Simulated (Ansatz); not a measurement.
The lowest singlet and triplet of C4H6 (SMILES C=CC=C); geometries from B3LYP-D3(BJ)/def2-TZVP, each state relaxed from the structure named, with no frequency check.
Singlet at the triplet's geometry (charge 0, multiplicity 1):
```xyz
10

C      1.358     1.185     0.652
C      0.472     0.052     0.481
C     -0.472    -0.052    -0.481
C     -1.358    -1.185    -0.652
H      1.298     2.036    -0.013
H      2.091     1.204     1.443
H      0.584    -0.770     1.183
H     -0.584     0.770    -1.183
H     -2.091    -1.204    -1.443
H     -1.298    -2.036     0.013
```

A positive gap puts the triplet lower; no zero-point energy. U- takes an unrestricted singlet (broken symmetry where lower, unprojected). The triplet is unrestricted in single-reference levels. Active spaces average the two states.

Cores are frozen in the correlated methods.

Run with Ansatz (Gaussian basis) for Hartree–Fock, density functionals and correlated methods. Values without a source in brackets are computed.

### Question
Give the gap E(singlet) − E(triplet), vertical, at the triplet's geometry at the level FIC-MRCISD+Q on SA-CASSCF(4,4)/cc-pVDZ.

### Answer
-47.0 kcal/mol

### Question
What gap E(singlet) − E(triplet), vertical, at the triplet's geometry does U-wB97X-V/def2-TZVPP give?

### Answer
-41.5 kcal/mol

### Question
Estimate the gap E(singlet) − E(triplet), vertical, at the triplet's geometry that U-SVWN5/def2-TZVPP returns for this input.

### Answer
-51.1 kcal/mol

Ansatz is an electronic-structure program.
